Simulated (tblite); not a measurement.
Isomers of C7H8N2S. Computed with GFN2-xTB (tblite): harmonic, unscaled wavenumbers at the GFN2-xTB geometry, gas phase. Against measured fundamentals such values can be off by several per cent, at times by over 20. One conformer each.

Electronic energies: GFN2-xTB at the same geometries; isomer energies are rough at this level and their order can be wrong.

```json
{"SMILES": "C#CCn1nccc1SC", "electronic energy, lowest = 0 (kJ/mol)": "19.1"}
{"SMILES": "C#Cc1nnc(C(C)C)s1", "electronic energy, lowest = 0 (kJ/mol)": "0.0"}
{"SMILES": "[C-]#[N+]c1ccc(N(C)C)s1", "electronic energy, lowest = 0 (kJ/mol)": "8.4"}
```

Task: How do GFN2-xTB zero-point energies change the relative energies?

Result: 
| SMILES | ZPE (kJ/mol) | of it from modes above 1550 cm⁻¹ | electronic (kJ/mol) | with ZPE, lowest = 0 (kJ/mol) | lowest mode (cm⁻¹) | rings |
| --- | --- | --- | --- | --- | --- | --- |
| C#Cc1nnc(C(C)C)s1 | 352.2 | 160.4 | 0.0 | 0.0 | 31 | 1 |
| [C-]#[N+]c1ccc(N(C)C)s1 | 351.3 | 167.0 | 8.4 | 7.5 | 51 | 1 |
| C#CCn1nccc1SC | 350.3 | 161.9 | 19.1 | 17.3 | 30 | 1 |

The zero-point energies span 1.9 kJ/mol, from `C#CCn1nccc1SC` to `C#Cc1nnc(C(C)C)s1`. The order is unchanged.

Task: What do entropy and thermal enthalpy add at 298.15 K and 1 bar (rigid rotor, harmonic oscillator, one conformer each)?

Result: 
| SMILES | point group | symmetry number | S (J/(mol K)) | H − H(0) (kJ/mol) | ZPE + H − H(0) − TS (kJ/mol) |
| --- | --- | --- | --- | --- | --- |
| C#Cc1nnc(C(C)C)s1 | Cs | 1 | 428.2 | 30.49 | 255.0 |
| [C-]#[N+]c1ccc(N(C)C)s1 | C1 | 1 | 429.2 | 30.93 | 254.2 |
| C#CCn1nccc1SC | C1 | 1 | 434.9 | 30.54 | 251.2 |
